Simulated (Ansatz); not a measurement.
Basis-set extrapolation for C2H6FNSi (`C[Si]1(F)CN1`) (PBE0-D4/def2-TZVP geometry, frozen core, the Gaussian-basis code of Ansatz). Multiplicity 1, RHF reference.

```csv
,def2-TZVPP,def2-QZVPP
HF,-522.208632,-522.229252
MP2 correlation,-0.918430,-0.988748
CCSD(T) correlation,-0.987573,not run
```

Energies in hartree. Use E(X) = E(∞) + A·exp(−7.88·√X) for Hartree–Fock and E(X) = E(∞) + B·X^(−2.97) for correlation, with X = 3 and 4, and add CCSD(T) minus MP2 of the smaller set to the MP2 limit.

Q: What is the CCSD(T) energy at the basis-set limit?

A: HF limit: -522.229252 + (-0.020620) × 0.13774 = -522.23209. MP2 limit: -0.988748 + (-0.070318) × 0.74074 = -1.04084. Higher-order term: -0.987573 − (-0.918430) = -0.06914. Total: -523.34207 hartree, 91.5 kcal/mol below CCSD(T)/def2-TZVPP.
